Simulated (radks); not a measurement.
Fractional charge and spin in the 2p shell of magnesium: the spin-up occupation runs from 2 to 3 and the spin-down occupation from 2 to 3; the fullest corner is Mg, [He] 2s2 3s2 2p(up 3, down 3). Calculated with a radial shooting solver on a logarithmic mesh with Libxc functionals: scalar-relativistic Kohn-Sham, BLYP, spin-polarised, spherical densities, finite nucleus; Fermi nuclear charge, rms radius of each element as measured or else 0.836 A^(1/3) + 0.57 fm. Energy (eV) above the fullest corner. The planes named below are the two flat planes that join the four corners, with an edge along up + down = one added electron.

down \ up        2     2.5       3
2          143.704  97.337  57.802
2.5         97.337  58.497  25.998
3           57.802  25.998   0.000

Corners above the fullest one (they belong to Mg+ and the next ion): (up 3, down 2) 57.802 eV, (up 2, down 3) 57.802 eV, (up 2, down 2) 143.70 eV. With half an added electron in each spin the energy lies 0.695 eV from the planes, and with half an added electron in spin up alone -3.416 eV. The planes are only a guide here: the flat-plane condition holds for ground states with one frontier orbital, while this shell lies below other occupied shells, so the corners above the fullest one are inner-hole states and not the ground states of those ions.
